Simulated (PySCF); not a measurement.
# How the method changes the constants of GaCl⁺

State: ²Σ⁺ (doublet), unpaired electrons σ ↑. Set-up: basis Ga cc-pVDZ-PP with ECP10, Cl cc-pV(D+d)Z; scalar-relativistic core potentials; PySCF 2.14. De refers to Ga⁺ + Cl in their high-spin ground configurations, without counterpoise correction. The functionals are run spin-unrestricted. A positive dipole points towards Cl; it is taken about the centre of mass and depends on that origin. Levels whose curve was spin-contaminated or gave no clean fit are not listed.

| Level | Re (Å) | ωe (cm⁻¹) | De (eV) | μ (D) |
| --- | --- | --- | --- | --- |
| UHF | 2.103 | 409 | 0.109 | -3.86 |
| UHF-CCSD | 2.125 | 384 | 0.451 | n/a |
| UHF-CCSD(T) | 2.125 | 393 | 0.56 | n/a |
| PBE | 2.158 | 358 | 0.91 | -2.81 |
| revPBE | 2.168 | 351 | 0.76 | -2.91 |
| BLYP | 2.202 | 315 | 0.65 | -2.75 |
| BP86 | 2.162 | 353 | 0.85 | -2.82 |
| r²SCAN | 2.113 | 402 | 0.99 | -2.97 |
| PBE0 | 2.126 | 382 | 0.81 | -3.11 |

(1) Which functional lies closest to UHF-CCSD(T) in De, which farthest, and by how much do they differ from it?

(2) What does a quarter of exact exchange do here, going from PBE to PBE0?

(3) What does the triples do here, going from UHF-CCSD to UHF-CCSD(T)?

Correlated steps freeze 9 core orbitals. Correlated levels converge slowly with the basis: in double zeta they bind strong bonds too weakly, by up to about 1 eV, and carry superposition errors of some tenths. Spin–orbit coupling is left out. For an ion De counts to the pair picked by the measured ionisation energies or electron affinities, which need not be the lowest pair at this level. The state is the lowest determinant that a PBE0 search found; another state may lie lower at other levels.

Answers

(1) Closest is BLYP (+7.7 pm in Re, -19.8 % in ωe, +0.09 eV in De against UHF-CCSD(T) in the same basis), farthest r²SCAN (-1.2 pm in Re, +2.3 % in ωe, +0.43 eV in De). CCSD(T) converges more slowly with the basis than the functionals do and binds too weakly in this one, so the order can change at the basis-set limit.

(2) PBE0 less PBE: -3.2 pm in Re, +6.7 % in ωe, -0.10 eV in De. Exact exchange removes part of the self-interaction that spreads semilocal densities, and in most molecules shortens and stiffens the bond and lowers De; so it does here.

(3) UHF-CCSD(T) less UHF-CCSD: +0.0 pm in Re, +2.3 % in ωe, +0.11 eV in De. Correlation nearly always deepens the well. The bond length hardly moves.
